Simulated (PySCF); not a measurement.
Compound: 2-fluoro-4-methylaniline, C7H8FN.
Z-matrix (Å and degrees, GFN2-xTB geometry), rows numbered from 1:
```
C 
C   1  1.4989
C   2  1.3890  1  121.20
C   3  1.3814  2  121.49  1  -178.31
C   4  1.3941  3  121.10  2     0.08
N   5  1.3772  4  122.31  3   175.96
C   5  1.3964  4  116.51  3    -0.62
F   7  1.3627  5  118.11  4  -178.60
C   7  1.3764  5  122.85  4     0.65
H   1  1.0908  2  109.97  3    89.08
H   1  1.0873  2  110.92  3  -151.51
H   1  1.0875  2  110.92  3   -30.30
H   3  1.0802  2  119.43  1     1.87
H   4  1.0801  3  120.19  2   179.96
H   6  1.0073  5  116.06  4   163.90
H   6  1.0060  5  116.63  4    22.91
H   9  1.0792  2  121.11  1    -1.85
```

The closed-shell SCF was solved with PySCF and density fitting under several settings on one GFN2-xTB geometry (grid level 2 and gas phase unless stated).

```tsv
settings	basis functions	SCF cycles	E (Eh)	HOMO (eV)	LUMO (eV)	dipole (D)
PBE0/pcSseg-1	193	14	-425.6309	-5.82	-0.05	1.60
PBE0/def2-SVPD	247	14	-425.3966	-5.89	-0.18	1.58
X3LYP/pcSseg-0, IEF-PCM cyclohexane	97	14	-425.0344	-5.54	0.05	1.94
BHandHLYP/def2-SVP	166	13	-425.6046	-6.59	1.13	1.64
```

**Question.** Estimate the row for these settings: PBE0/pcseg-1.

**Answer.** 
```json
{"settings": "PBE0/pcseg-1", "basis functions": "166", "SCF cycles": "14", "E (Eh)": "-425.5899", "HOMO (eV)": "-5.86", "LUMO (eV)": "-0.10", "dipole (D)": "1.61"}
```

**Question.** Over all rows, what range does the HOMO–LUMO gap span?

**Answer.** From 5.59 eV (X3LYP/pcSseg-0, IEF-PCM cyclohexane) to 7.72 eV (BHandHLYP/def2-SVP). The functional of the narrowest has 22 % exact exchange, that of the widest 50 % exact exchange.

**Question.** And the dipole moment?

**Answer.** From 1.58 D (PBE0/def2-SVPD) to 1.94 D (X3LYP/pcSseg-0, IEF-PCM cyclohexane); the largest is 1.23 times the smallest, and the median is 1.61 D.

**Question.** Compare two rows with the functional PBE0: PBE0/pcseg-1 and PBE0/def2-SVPD. Which energy is lower, and by how much?

**Answer.** PBE0/pcseg-1 (166 functions) lies 0.1933 Eh or 121 kcal/mol below PBE0/def2-SVPD (247 functions). The smaller set gives the lower energy; the two sets aren't nested, so the variational bound doesn't order them by size.

Cycle counts include a coarse-grid stage where the run had one. Geometry: GFN2-xTB; no vibrations or thermal averaging.
